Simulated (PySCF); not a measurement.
Correlation energy of Cu⁺ (copper, charge +1)

[Ar] 3d10, closed-shell 1S. All numbers are calculated (PySCF 2.14, no relativity, point nucleus, in def2-TZVP). Frozen: [Ar]; 10 electrons correlated.

Total MP2 correlation energy: -375.41 mhartree.

Same-spin part -139.36 and opposite-spin part -236.05 mhartree; SCS-MP2 scales them by 1/3 and 6/5 to -329.71 mhartree.

```
  level  correlation energy (mhartree)
   CCSD                        -326.85
    (T)                          -7.91
CCSD(T)                        -334.76
```

Diagnostics: T1 = 0.014, D1 = 0.0200, largest double amplitude 0.022.

Cost of the coupled-cluster step: 0.41 s of wall time on 1 thread of Neoverse-V1 (shared host), for 10 correlated electrons.

Iterations:

```
CC2 = 0
CCSD nocc = 5, nmo = 36
frozen orbitals [0, 1, 2, 3, 4, 5, 6, 7, 8]
max_cycle = 100
direct = 0
conv_tol = 1e-08
conv_tol_normt = 1e-06
diis_space = 8
diis_start_cycle = 0
Init t2, MP2 energy = -1639.06176952986  E_corr(MP2) -0.375410652749458
Init E_corr(CCSD) = -0.375410652762444
cycle = 1  E_corr(CCSD) = -0.308516430529249  dE = 0.0668942222  norm(t1,t2) = 0.0718934
cycle = 2  E_corr(CCSD) = -0.334177444145673  dE = -0.0256610136  norm(t1,t2) = 0.0396542
cycle = 3  E_corr(CCSD) = -0.327390538297365  dE = 0.00678690585  norm(t1,t2) = 0.0265593
cycle = 4  E_corr(CCSD) = -0.326761108699624  dE = 0.000629429598  norm(t1,t2) = 0.00192628
cycle = 5  E_corr(CCSD) = -0.326803188887508  dE = -4.20801879e-05  norm(t1,t2) = 0.000819327
cycle = 6  E_corr(CCSD) = -0.326858757088602  dE = -5.55682011e-05  norm(t1,t2) = 8.70302e-05
cycle = 7  E_corr(CCSD) = -0.326849148418009  dE = 9.60867059e-06  norm(t1,t2) = 2.51956e-05
cycle = 8  E_corr(CCSD) = -0.326846944389071  dE = 2.20402894e-06  norm(t1,t2) = 9.09932e-06
cycle = 9  E_corr(CCSD) = -0.326846427186433  dE = 5.17202638e-07  norm(t1,t2) = 1.93377e-06
cycle = 10  E_corr(CCSD) = -0.326846542198641  dE = -1.15012207e-07  norm(t1,t2) = 3.08923e-07
cycle = 11  E_corr(CCSD) = -0.326846531416698  dE = 1.07819424e-08  norm(t1,t2) = 3.84347e-08
cycle = 12  E_corr(CCSD) = -0.326846533986235  dE = -2.56953703e-09  norm(t1,t2) = 3.68757e-08
CCSD converged
E(CCSD) = -1639.013205411099  E_corr = -0.3268465339862354
CCSD(T) correction = -0.00790612700570966
```
